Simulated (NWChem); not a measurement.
System: sulfur trioxide (SO3); SMILES O=S(=O)=O

The following NWChem deck was run.

```
start job
memory heap 200 mb stack 900 mb global 1100 mb
geometry units angstroms noautosym nocenter noautoz
  O     -1.027693    -1.027693     0.000000
  S      0.000000     0.000000     0.000000
  O     -0.376162     1.403855     0.000000
  O      1.403855    -0.376162     0.000000
end
basis spherical
  O library pcseg-1
  S library pcseg-1
end
dft
  xc pbe0
  iterations 150
end
cosmo
  do_cosmo_smd true
  solvent water
end
task dft energy
```

Geometry: optimised at B3LYP/6-31G* (spherical d). Solvent: water.

Solvent water, SMD (1 M gas to 1 M solution), gas-phase geometry.

Q: Give the results of this calculation. (PBE0/pcseg-1, SMD on the gas-phase geometry.) Quantities: basis functions; solvation free energy (kcal/mol); cavity-dispersion-structure term (kcal/mol).

A: 
| Property | Result |
|---|---|
| number of basis functions | 60 |
| solvation free energy (kcal/mol) | -3.1 |
| cavity-dispersion-structure term (kcal/mol) | -0.1 |
